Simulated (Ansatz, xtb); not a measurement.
**C3H9FOSi: which of two isomers lies lower**

Structure I: `CO[Si](C)(C)F`, a singlet. Structure II: `CCO[Si@H](C)F`, a singlet. Both are isolated molecules in the gas phase, relaxed with B3LYP-D3(BJ)/def2-SVP, each in the lowest conformer that the search found.

Which of the two would you expect CCSD(T)/def2-SVP + ΔMP2/def2-TZVPP electronic energies to favour?

Structure I; the calculation gives E(II) − E(I) = +8.3 kcal/mol.

Level by level:

```csv
level,geometry,E(II) − E(I) (kcal/mol),departure from the last row (kcal/mol),"job, with rough time for the two"
GFN2-xTB,GFN2-xTB,−11.4,−19.6,"optimisation, 0.27 s"
HF/STO-3G,GFN2-xTB,+11.1,+2.9,"single point, 0.32 s"
r2SCAN-D4/def2-SVP,GFN2-xTB,+8.8,+0.6,"single point, 3.2 s"
B3LYP-D3(BJ)/def2-SVP,B3LYP-D3(BJ)/def2-SVP,+7.9,−0.4,"optimisation, 49 s"
HF/def2-SVP,B3LYP-D3(BJ)/def2-SVP,+6.4,−1.9,part of the CCSD(T) run
MP2/def2-SVP,B3LYP-D3(BJ)/def2-SVP,+6.7,−1.6,part of the CCSD(T) run
CCSD(T)/def2-SVP,B3LYP-D3(BJ)/def2-SVP,+6.1,−2.1,single point
CCSD(T)/def2-SVP + ΔMP2/def2-TZVPP,B3LYP-D3(BJ)/def2-SVP,+8.3,,"single point, 52 s"
```

As drawn, II has 1 C–C, 1 Si–H in place of 1 C–Si, 1 C–H.

GFN2-xTB puts the two in the other order. The largest departure from CCSD(T)/def2-SVP + ΔMP2/def2-TZVPP is that of GFN2-xTB, 19.6 kcal/mol. The last row adds to CCSD(T) the change of the MP2 difference between the two basis sets, here +2.1 kcal/mol.

With thermal terms from frequencies at re-optimised GFN2-xTB minima (ideal gas, soft modes damped towards free rotors, one conformer each, 298.15 K, 1 atm): the zero-point term adds −0.3 kcal/mol; ΔH is +7.5 and ΔG +8.5 kcal/mol.

The correlated steps freeze 10 core orbitals. Mirror images aren't counted in ΔG. Run with Ansatz 0.2.0, xtb 6.7.1; the last row on 4 threads of Arm Neoverse V1 on a shared host.
